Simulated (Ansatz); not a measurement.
Mulliken charges of `OB(O)[TeH]` from r2SCAN/def2-TZVPP in Ansatz (PBE0-D4/def2-TZVP geometry).

| atom | x (Å) | y (Å) | z (Å) | charge (e) |
| --- | --- | --- | --- | --- |
| O1 | 0.130 | 1.425 | -0.102 | -0.294 |
| B2 | 0.245 | 0.153 | 0.342 | 0.224 |
| O3 | 0.935 | -0.033 | 1.493 | -0.295 |
| Te4 | -0.633 | -1.568 | -0.722 | -0.028 |
| H5 | -0.363 | 1.519 | -0.918 | 0.217 |
| H6 | 1.007 | -0.939 | 1.793 | 0.215 |
| H7 | -1.258 | -0.624 | -1.932 | -0.039 |

Task: By hand: the dipole of these point charges (1 e Å = 4.8032 D).

Result: Σ q r = (-0.055, -0.179, -0.052) e Å, of length 0.194 e Å = 0.93 D.

Task: How does the dipole of the full density compare? (Estimate.)

Result: The calculation gave: (-0.104, -0.166, -0.135) e Å, 1.14 D; the point charges give 0.82 times that, at 23° from its direction.

Point charges leave out the atoms' own dipoles, such as those of lone pairs, and Mulliken's split depends on the basis, so the two needn't agree.
